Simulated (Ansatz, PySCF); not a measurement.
MgO, SMILES [O]=[Mg]. Atoms are numbered in the order given.

```xyz
2

Mg     0.0000     0.0000    -0.7048
O      0.0000     0.0000     1.0333
```

Geometry optimised at r2SCAN-D4/def2-TZVPD.

Two levels are set side by side: PBE-D3(BJ)/def2-TZVPD (Ansatz, an electronic-structure program) and r2SCAN-D4/def2-TZVPD (Ansatz). Each level has its own optimised geometry; the coordinates shown are those of the second. Frequencies come from the Hessian of PySCF at each geometry. Differences are taken from unrounded values.

| quantity | r2SCAN-D4 |
|---|---|
| bond Mg1–O2 (Å) | 1.738 |
| highest harmonic wavenumber (cm⁻¹) | 831 |
| mean harmonic wavenumber (cm⁻¹) | 831 |
| zero-point energy (kcal/mol) | 1.19 |

Task: What does PBE-D3(BJ) give, and how far is it from r2SCAN-D4? (An estimate is asked for; the answer gives what the named calculation found.)

Result: 
| quantity | PBE-D3(BJ) | PBE-D3(BJ) minus r2SCAN-D4 |
|---|---|---|
| bond Mg1–O2 (Å) | 1.752 | 0.014 |
| highest harmonic wavenumber (cm⁻¹) | 797 | -34 |
| mean harmonic wavenumber (cm⁻¹) | 797 | -34 |
| zero-point energy (kcal/mol) | 1.14 | -0.05 |
